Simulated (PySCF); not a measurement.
**Multinuclear NMR of C₉H₉FO₂**

Structure with atom numbers: `[CH3:1][O:2][c:3]1[cH:4][c:5]([C:6](=[O:7])[F:8])[cH:9][cH:10][c:11]1[CH3:12]`; H(Xn) means a hydrogen on atom n.

Gas phase, no relativistic terms, one conformer, equivalent nuclei averaged. Coordinates at the GFN2-xTB level; GIAO PBE0/pcSseg-1 shieldings; PySCF 2.14.0 with density-fitted response routines.

**Question.** Predict the ¹⁹F NMR data.

**Answer.** 
```tsv
atoms	environment	σ (ppm)	δ (ppm)
F8	fluorine bonded to C	153.3	7.7
```

Shieldings were converted by a linear fit to measured shifts: ¹⁹F (scatter 6.0 ppm rms, 7.0 ppm with the 5 outliers that the fit left out vs CFCl3, solution or neat liquid, with a term for F on sp3 carbon). A few per cent of atoms miss by over 2 rms, more outside the fitted compound classes.

On a 400 MHz spectrometer ¹⁹F resonates near 376.4 MHz, so 1 ppm is 376.4 Hz.

**Question.** Where does ¹⁷O resonate?

**Answer.** 
```
atoms      environment  σ (ppm)  δ (ppm)
   O7  carbonyl oxygen    -85.4    344.5
   O2     ether oxygen    228.5     58.5
```

Shieldings were converted by a linear fit to measured shifts: ¹⁷O (scatter 10.7 ppm rms, 12.2 ppm with the 3 outliers that the fit left out vs liquid water, solution or neat liquid). A few per cent of atoms miss by over 2 rms, more outside the fitted compound classes.

On a 600 MHz spectrometer ¹⁷O resonates near 81.3 MHz, so 1 ppm is 81.3 Hz.
